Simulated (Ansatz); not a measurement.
C₂H₈BNSi, SMILES `C=C[SiH2]BN`. The species carries charge 0 and has multiplicity 1. All single points use the PBE0-D4/def2-TZVP geometry. It is one conformer, not always the lowest.

```xyz
13

C    -1.488    2.130    0.707
C    -0.866    0.981    0.959
Si   -0.625   -0.372   -0.306
B     1.328   -0.678   -0.726
N     1.916   -1.911   -0.490
H    -1.593    2.908    1.458
H    -1.922    2.342   -0.266
H    -0.454    0.835    1.957
H    -1.383    0.023   -1.530
H    -1.237   -1.637    0.214
H     2.023    0.189   -1.179
H     1.416   -2.700   -0.115
H     2.885   -2.108   -0.684
```

(1) What is the dipole moment at ωB97M-V/def2-TZVPP? (Best estimate.)

(2) And with PBE, r2SCAN, B3LYP? (Estimate.)

(3) Give the Mulliken charges with ωB97M-V, B3LYP, PBE in def2-TZVPP. (Best estimate.)

Results:

(1) Ansatz gave: 2.10 D, with components (1.52, -1.37, 0.47) D in this frame, pointing from negative to positive charge.

(2) Computed: PBE 2.22 D, r2SCAN 2.15 D, B3LYP 2.11 D.

(3) Computed: 
```tsv
atom	ωB97M-V	B3LYP	PBE
C1	-0.19	-0.21	-0.19
C2	-0.23	-0.19	-0.14
Si3	0.13	0.20	0.13
B4	-0.05	0.00	-0.01
N5	-0.20	-0.23	-0.23
H6	0.11	0.10	0.09
H7	0.09	0.10	0.08
H8	0.09	0.08	0.07
H9	-0.05	-0.10	-0.08
H10	-0.05	-0.10	-0.09
H11	0.06	0.01	0.00
H12	0.14	0.17	0.18
H13	0.14	0.17	0.18
```

B3LYP here is the variant with VWN-RPA as its local correlation; programs differ in this.
